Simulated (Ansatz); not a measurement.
Job for Ansatz (a program for electronic structure): U-B3LYP/def2-TZVPP on CClF (SMILES F[C]Cl), 2S+1 = 1, a spin state set in the input, which need not be the lowest, at the other state's geometry.

Ansatz 0.2 input:
```yaml
crystal:
  periodic: [false, false, false]
  atoms:
    - {symbol: F, position_ang: [-1.61116548, -0.20634261, 0.00000000]}
    - {symbol: C, position_ang: [-0.52682774, 0.53976463, 0.00000000]}
    - {symbol: Cl, position_ang: [1.03890917, -0.08126495, 0.00000000]}
basis:
  gaussian:
    orbitals: def2-TZVPP
hamiltonian:
  xc: {name: B3LYP}
magnetization: {spin_polarized: true, initial_magnetization: 0}
```

Program output:

```
WARN ansatz: RAYON_NUM_THREADS=2 ignored (pool sized by the plan → 2); use --threads N
Functional definition: B3LYP
integrals: 0.02 GiB planned
649 factors; their error is unknown
mean field: 0.34 GiB planned
mean field evaluation 1: about -16274.5741 eV, gradient 1.6e1 eV
mean field evaluation 2: about -16273.3247 eV, gradient 2.5e1 eV
mean field evaluation 4: about -16275.5319 eV, gradient 1.0e0 eV
mean field evaluation 8: about -16275.5353 eV, gradient 1.9e-2 eV
mean field evaluation 16: about -16275.5680 eV, gradient 4.8e-5 eV
mean field evaluation 32: about -16275.5719 eV, gradient 7.9e-5 eV
mean field -16275.57188651 eV, -598.1162348503 hartree, gradient 1.2e-5 eV, S^2 0.094794; 4 other end points of the search recorded, 0 dependent functions left out
reference -16275.57207146 eV, -598.1162416472 hartree; 16, 16 occupied and 88, 88 virtual orbitals, 649 factors
Total energy: -16275.57207146 eV, -598.1162416472 hartree
```

The run converged.

Cost: roughly 6 core-seconds.
